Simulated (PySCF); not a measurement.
A compound of formula C19H23OP has these computed shifts in ppm, with the number of atoms in brackets (GIAO PBE0/pcSseg-2, gas phase, PySCF SCF with an in-house response code, fitting set def2-universal-JFIT up to Ne and JKFIT beyond, grid level 2, non-relativistic, on the PBE0-D3(BJ)/def2-SVP geometry; 13C, 1H against isolated TMS; 17O against isolated H2O; 31P against isolated H3PO4).

1H: 7.94 (1), 7.83 (1), 7.53 (1), 7.51 (1), 7.47 (1), 7.33 (1), 7.32 (1), 6.95 (1), 3.30 (3), 2.42 (3), 2.33 (3), 1.68 (6)
13C: 159.1 (1), 151.1 (1), 150.0 (1), 147.9 (1), 146.9 (1), 141.6 (1), 141.5 (1), 141.3 (1), 141.0 (1), 140.4 (1), 138.4 (1), 138.2 (1), 133.8 (1), 128.5 (1), 24.2 (1), 23.7 (1), 22.5 (2), 16.9 (1)
17O: 124.7 (1)
31P: 16.2 (1)

Which structure gave them?

Cc1cccc(/C=C/c2ccc(C)c(C)c2P(C)(C)=O)c1 ((E)-(2,3-Dimethyl-6-(3-methylstyryl)phenyl)dimethylphosphine oxide). Other isomers were not compared.
